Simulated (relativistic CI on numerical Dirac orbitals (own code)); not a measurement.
## d3 in a ligand field

Computed with a parametric ligand-field model of a d^n configuration (Racah B and C, spin-orbit zeta, crystal field), exact diagonalisation.

Field parameters in Wybourne normalisation: D3d B²₀ = −7Dσ, B⁴₀ = −14Dq − 21Dτ, B⁴₃ = −14√(10/7) Dq; D4h B²₀ = −7Ds, B⁴₀ = 21(Dq − Dt), B⁴₄ = 21√(5/14) Dq; Td as Oh with Dq negative (B⁴₀ = 21Dq, B⁴₄ = √(5/14) B⁴₀). The field is a parameter set, without covalency.

Ground term and bands for B = 340, C = 1470, ζ = 0 cm⁻¹, D3d, 10Dq = 31350, Dσ = -1200, Dτ = -350 cm⁻¹?

Ground term 4A2 with 0.00 electrons in the two orbitals of the cubic e set. Spin-allowed: 4E 27482 cm⁻¹ (364 nm), 4A1 32009 cm⁻¹ (312 nm), 4E 34585 cm⁻¹ (289 nm), 4A2 35765 cm⁻¹ (280 nm). Lowest spin-forbidden: 2E 3389 cm⁻¹ (2951 nm), 2E 7253 cm⁻¹ (1379 nm), 2A2 7455 cm⁻¹ (1341 nm).

Ground term and bands for B = 780, C = 3090, ζ = 0 cm⁻¹, D4h, 10Dq = 12750, Ds = 1070, Dt = 650 cm⁻¹?

Ground term 4B1 with 0.00 electrons in the two orbitals of the cubic e set. Spin-allowed: 4E 6207 cm⁻¹ (1611 nm), 4A2 11938 cm⁻¹ (838 nm), 4B2 12750 cm⁻¹ (784 nm), 4E 16105 cm⁻¹ (621 nm). Lowest spin-forbidden: 2A1 14369 cm⁻¹ (696 nm), 2B1 14635 cm⁻¹ (683 nm), 2E 15122 cm⁻¹ (661 nm).

Ground term and bands for B = 970, C = 3970, ζ = 0 cm⁻¹, Td, 10Dq = -5400 cm⁻¹?

Ground term 4T1 with 1.89 electrons in the two orbitals of the cubic e set. Spin-allowed: 4T2 4579 cm⁻¹ (2184 nm), 4A2 9979 cm⁻¹ (1002 nm), 4T1 18307 cm⁻¹ (546 nm). Lowest spin-forbidden: 2E 13255 cm⁻¹ (754 nm), 2T1 17103 cm⁻¹ (585 nm), 2T2 17143 cm⁻¹ (583 nm).

Ground term and bands for B = 890, C = 3220, ζ = 0 cm⁻¹, D3d, 10Dq = 18000, Dσ = 420, Dτ = 350 cm⁻¹?

Ground term 4A2 with 0.00 electrons in the two orbitals of the cubic e set. Spin-allowed: 4A1 18167 cm⁻¹ (550 nm), 4E 19622 cm⁻¹ (510 nm), 4A2 26319 cm⁻¹ (380 nm), 4E 29046 cm⁻¹ (344 nm). Lowest spin-forbidden: 2E 14899 cm⁻¹ (671 nm), 2E 16696 cm⁻¹ (599 nm), 2A2 17016 cm⁻¹ (588 nm).

Ground term and bands for B = 740, C = 3190, ζ = 0 cm⁻¹, D4h, 10Dq = 15600, Ds = -1400, Dt = 740 cm⁻¹?

Ground term 4B1 with 0.00 electrons in the two orbitals of the cubic e set. Spin-allowed: 4E 9028 cm⁻¹ (1108 nm), 4E 15506 cm⁻¹ (645 nm), 4B2 15600 cm⁻¹ (641 nm), 4A2 17339 cm⁻¹ (577 nm). Lowest spin-forbidden: 2E 10589 cm⁻¹ (944 nm), 2B1 14262 cm⁻¹ (701 nm), 2A1 14852 cm⁻¹ (673 nm).
